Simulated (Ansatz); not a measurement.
Relaxation of FGe₂H₇ (10 atoms, charge 0, multiplicity 1), to a largest force component of 0.03 eV/Å in at most 50 steps.

The calculation used Ansatz 0.2.0, RKS PBE0/def2-mTZVP.

```xyz
10
Properties=species:S:1:pos:R:3:forces:R:3
Ge 0.202 0.012 0.130 0.29 0.01 -0.26
Ge 0.191 0.021 2.536 0.01 -0.02 0.26
H -1.202 -0.367 3.116 0.00 0.02 -0.05
H 1.178 -1.004 3.122 -0.01 0.02 -0.01
H 0.513 1.410 3.118 0.01 -0.03 -0.02
H 1.691 0.008 -0.282 0.01 0.00 -0.02
H -0.442 1.279 -0.442 -0.02 -0.01 0.01
H -0.445 -1.259 -0.435 0.00 0.02 0.02
F -2.602 0.045 0.818 -0.30 0.05 -0.18
H -2.427 -0.145 1.708 -0.01 -0.06 0.26
```

Q: Where does it end, and by what steps?

A: It converged. The force dipped under the threshold on the way, but the program's further checks kept it going. After 18 steps the energy has fallen by 0.077 eV; F9 moved furthest, 0.60 Å.

| step | energy less start (eV) | largest force component (eV/Å) | accepted |
| --- | --- | --- | --- |
| 0 | 0.0000 | 0.301 | yes |
| 1 | -0.0492 | 0.481 | yes |
| 2 | -0.0608 | 0.539 | yes |
| 3 | -0.0720 | 0.113 | yes |
| 4 | -0.0733 | 0.110 | yes |
| 5 | -0.0730 | 0.292 | no |
| 6 | -0.0740 | 0.079 | yes |
| 7 | -0.0744 | 0.090 | yes |
| 8 | -0.0751 | 0.056 | yes |
| 9 | -0.0758 | 0.038 | yes |
| 10 | -0.0762 | 0.007 | yes |
| 11 | -0.0763 | 0.040 | yes |
| 12 | -0.0765 | 0.038 | yes |
| 13 | -0.0765 | 0.090 | yes |
| 14 | -0.0767 | 0.003 | yes |
| 15 | -0.0768 | 0.072 | yes |
| 16 | -0.0769 | 0.046 | yes |
| 17 | -0.0770 | 0.010 | yes |
| 18 | -0.0771 | 0.011 | yes |

```xyz
10
Properties=species:S:1:pos:R:3
Ge 0.379 0.036 0.087
Ge 0.237 0.040 2.505
H -1.238 -0.091 2.974
H 0.991 -1.146 3.127
H 0.766 1.350 3.111
H 1.860 0.139 -0.313
H -0.385 1.237 -0.486
H -0.204 -1.269 -0.471
F -3.127 -0.151 1.036
H -2.624 -0.145 1.818
```

Whether the end is a true minimum wasn't checked by a vibrational analysis.

The run took 29 s on 4 threads of Arm Neoverse V2, with other jobs on the host, peak memory 0.27 GiB.
